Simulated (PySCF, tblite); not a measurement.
Isomers of C6H11NOSi, one GFN2-xTB conformer each. Single-point energies are computed at PBE0/pcSseg-1 (PySCF, gas phase, no added dispersion term), electronic only.

```csv
SMILES,GFN2-xTB relative energy (kcal/mol)
CO[C@@H]1C[C@@H](C#N)C[SiH2]1,20.6
CCO[Si@H]1C[C@H](C#N)C1,0.0
```

Conformers: `[CH3:1][O:2][C@@H:3]1[CH2:4][C@@H:5]([C:6]#[N:7])[CH2:8][SiH2:9]1` with C1–O2–C3–C4 -78°, O2–C3–C4–C5 -74°, C3–C4–C5–C6 -175°, C4–C5–C8–Si9 39°, C5–C8–Si9–C3 -14°; `[CH3:1][CH2:2][O:3][Si@H:4]1[CH2:5][C@H:6]([C:7]#[N:8])[CH2:9]1` with C1–C2–O3–Si4 -161°, C2–O3–Si4–C5 175°, O3–Si4–C5–C6 127°, Si4–C5–C6–C7 105°, C5–C6–C9–Si4 12°, O3–Si4–C9–C6 -116°.

Problem. What does PBE0/pcSseg-1 give for the same structures?

Solution. 
```csv
SMILES,PBE0/pcSseg-1 E (Eh),PBE0/pcSseg-1 (kcal/mol),GFN2-xTB (kcal/mol),point group
CCO[Si@H]1C[C@H](C#N)C1,-654.12521,0.0,0.0,C1
CO[C@@H]1C[C@@H](C#N)C[SiH2]1,-654.09118,21.4,20.6,C1
```

Both levels put the same isomer lowest. As drawn, the lower has a four-membered ring and an Si–O bond, which the higher lacks.

Problem. Which frontier levels, dipoles and rotational constants go with these structures?

Solution. 
| SMILES | HOMO (eV, PBE0/pcSseg-1) | LUMO (eV) | dipole (D) | A, B, C (MHz) |
| --- | --- | --- | --- | --- |
| CCO[Si@H]1C[C@H](C#N)C1 | -7.99 | 0.28 | 5.17 | 5203, 573.4, 562.6 |
| CO[C@@H]1C[C@@H](C#N)C[SiH2]1 | -7.65 | 0.37 | 4.13 | 2033, 988.2, 728.9 |

Problem. What happens when harmonic zero-point energies from GFN2-xTB frequencies are added?

Solution. 
```
                       SMILES  ZPE (kcal/mol)  electronic (kcal/mol)  with ZPE (kcal/mol)
      CCO[Si@H]1C[C@H](C#N)C1            99.2                    0.0                  0.0
CO[C@@H]1C[C@@H](C#N)C[SiH2]1            97.9                   21.4                 20.0
```

The zero-point energies span 1.3 kcal/mol. The order is unchanged.
